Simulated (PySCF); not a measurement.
Correlation energy of Si (silicon, neutral)

[Ne] 3s2 3p2, high-spin 3P determinant. Computed with PySCF 2.14 in def2-TZVP (5s5p2d1f, 37 functions), with the non-relativistic Hamiltonian (point nucleus). Frozen: [Ne]; 4 electrons correlated.

MP2 pair energies summed by pair of shells (mhartree):

| pair | energy | share (%) |
| --- | --- | --- |
| 3s-3p | -33.34 | 60.7 |
| 3s-3s | -15.94 | 29.0 |
| 3p-3p | -5.64 | 10.3 |

Total MP2 correlation energy: -54.91 mhartree.

Same-spin part -9.55 and opposite-spin part -45.36 mhartree; SCS-MP2 scales them by 1/3 and 6/5 to -57.62 mhartree.

```json
{"level": "CCSD", "correlation energy (mhartree)": "-73.53"}
{"level": "(T)", "correlation energy (mhartree)": "-2.42"}
{"level": "CCSD(T)", "correlation energy (mhartree)": "-75.95"}
```

Diagnostics: T1 = 0.012, D1 = 0.0298, largest double amplitude 0.097.

Is a single reference adequate?

Mostly. T1 lies below 0.03, but a double amplitude of this size points to a near-degeneracy that CCSD handles and MP2 describes poorly.
